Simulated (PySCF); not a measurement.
MoO3, singlet, at a GFN2-xTB geometry (such geometries of metal compounds can be far from the true shape) (all electrons, no relativity). Base run: SVWN5/3-21G (PySCF).

Input for PySCF:
```python
from pyscf import gto, scf, dft

mol = gto.Mole()
mol.atom = '''
    Mo   -0.00000000    0.00000000   -0.00000000
    O    -1.13052664   -1.19505018   -0.09977712
    O    -0.10130963    1.31480846   -0.98853729
    O     1.23183628   -0.11975828    1.08831441
'''
mol.basis = '3-21g'
mol.verbose = 4
mol.build()

mf = dft.RKS(mol)
mf.xc = 'lda,vwn'
mf.kernel()
```

Variants of this job, named by their change:

| change | ΔE vs base (mEh) | SCF cycles | outcome |
|---|---|---|---|
| base | 0.000 | 13 | converged |
| damp = 0.5; diis_start_cycle = 5 | 0.000 | 18 | converged |
| init_guess = atom | 0.000 | 12 | converged |
| diis = off; damp = 0.6 (with mf.diis_start_cycle = 200; with mf.max_cycle = 150) | - | 150 | not converged |
| diis_space = 2 | - | 50 | not converged |
| diis_space = 12 | 0.000 | 13 | converged |
| level_shift = 1.0 (with mf.max_cycle = 100) | 0.000 | 47 | converged |
| init_guess = 1e | 0.000 | 15 | converged |
| diis_space = 20 | 0.000 | 13 | converged |
| DIIS = EDIIS | - | 50 | not converged |
| solver = newton | 0.000 | - | converged |
| diis = off (with mf.max_cycle = 100) | - | 100 | not converged |
| solver = newton; init_guess = 1e | 0.000 | - | converged |
